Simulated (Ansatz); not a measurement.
One change: `[SiH3][SiH2][SiH2][SiH2][GeH3]` becomes `[SiH3][SiH2][SiH2][SiH2][SiH2][SiH3]`.

Ansatz, PBE0-D4/def2-TZVP geometries, multiplicity 1. Each molecule was computed in one conformer, which needn't be the lowest.

Scalar relativity is left out up to krypton.

```json
{"property": "size of the dipole moment (PBE/def2-TZVPP) / D", "`[SiH3][SiH2][SiH2][SiH2][GeH3]`": "0.14"}
{"property": "size of the dipole moment (ωB97M-V/def2-TZVPP) / D", "`[SiH3][SiH2][SiH2][SiH2][GeH3]`": "0.20"}
{"property": "HOMO–LUMO gap (PBE/def2-TZVPP) / eV", "`[SiH3][SiH2][SiH2][SiH2][GeH3]`": "5.62"}
{"property": "HOMO–LUMO gap (ωB97M-V/def2-TZVPP) / eV", "`[SiH3][SiH2][SiH2][SiH2][GeH3]`": "11.08"}
{"property": "LUMO energy (B3LYP/def2-TZVPP) / eV", "`[SiH3][SiH2][SiH2][SiH2][GeH3]`": "-0.58"}
{"property": "HOMO energy (PBE/def2-TZVPP) / eV", "`[SiH3][SiH2][SiH2][SiH2][GeH3]`": "-6.86"}
```

What does the change do to each property? (Best estimate.)

Ansatz gave: 
```json
{"property": "size of the dipole moment (PBE/def2-TZVPP) / D", "`[SiH3][SiH2][SiH2][SiH2][SiH2][SiH3]`": "0.08", "shift": "-0.06"}
{"property": "size of the dipole moment (ωB97M-V/def2-TZVPP) / D", "`[SiH3][SiH2][SiH2][SiH2][SiH2][SiH3]`": "0.10", "shift": "-0.10"}
{"property": "HOMO–LUMO gap (PBE/def2-TZVPP) / eV", "`[SiH3][SiH2][SiH2][SiH2][SiH2][SiH3]`": "5.41", "shift": "-0.21"}
{"property": "HOMO–LUMO gap (ωB97M-V/def2-TZVPP) / eV", "`[SiH3][SiH2][SiH2][SiH2][SiH2][SiH3]`": "10.84", "shift": "-0.24"}
{"property": "LUMO energy (B3LYP/def2-TZVPP) / eV", "`[SiH3][SiH2][SiH2][SiH2][SiH2][SiH3]`": "-0.76", "shift": "-0.18"}
{"property": "HOMO energy (PBE/def2-TZVPP) / eV", "`[SiH3][SiH2][SiH2][SiH2][SiH2][SiH3]`": "-6.84", "shift": "0.02"}
```

Dipoles are sizes alone; their direction can turn.

B3LYP here is the variant with VWN-RPA as its local correlation; programs differ in this.
